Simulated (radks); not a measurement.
Values are calculated unless marked as measured or tabulated.
The iodine ion I12+, configuration [Kr] 4d5 (the NIST ground configuration). Code: a radial shooting solver on a logarithmic mesh with Libxc functionals. Model: Dirac Kohn-Sham, LB94 model potential, spin-unpolarised, spherical densities, finite nucleus; open shells fill j = l - 1/2 first; Fermi nuclear charge, rms radius 4.75 fm.

Unscreened Slater integrals over Kohn-Sham orbitals (eV). Large and small components are both included. Empty in this configuration: 5s1/2.

integral          value
F0(4d5/2,4d5/2)  29.962
F2(4d5/2,4d5/2)  15.391
F4(4d5/2,4d5/2)  10.358
F0(4d5/2,4d3/2)  30.098
F2(4d5/2,4d3/2)  15.450
G2(4d5/2,4d3/2)  15.431
G4(4d5/2,4d3/2)  10.384
F0(4d5/2,4p3/2)  31.006
F2(4d5/2,4p3/2)  16.027
G1(4d5/2,4p3/2)  20.355
G3(4d5/2,4p3/2)  12.792
F0(4d5/2,4p1/2)  31.449
G3(4d5/2,4p1/2)  12.850
F0(4d5/2,5s1/2)  20.791
G2(4d5/2,5s1/2)  2.7761
F0(4d3/2,4d3/2)  30.236
F2(4d3/2,4d3/2)  15.512
F0(4d3/2,4p3/2)  31.158
F2(4d3/2,4p3/2)  16.109
G1(4d3/2,4p3/2)  20.437
G3(4d3/2,4p3/2)  12.853
F0(4d3/2,4p1/2)  31.610
G1(4d3/2,4p1/2)  20.676
F0(4d3/2,5s1/2)  20.831
G2(4d3/2,5s1/2)  2.7246
F0(4p3/2,4p3/2)  32.210
F2(4p3/2,4p3/2)  16.971
F0(4p3/2,4p1/2)  32.710
G2(4p3/2,4p1/2)  17.132
F0(4p3/2,5s1/2)  21.101
G1(4p3/2,5s1/2)  2.1046
F0(4p1/2,4p1/2)  33.245
F0(4p1/2,5s1/2)  21.232
G1(4p1/2,5s1/2)  2.0673
F0(5s1/2,5s1/2)  17.543
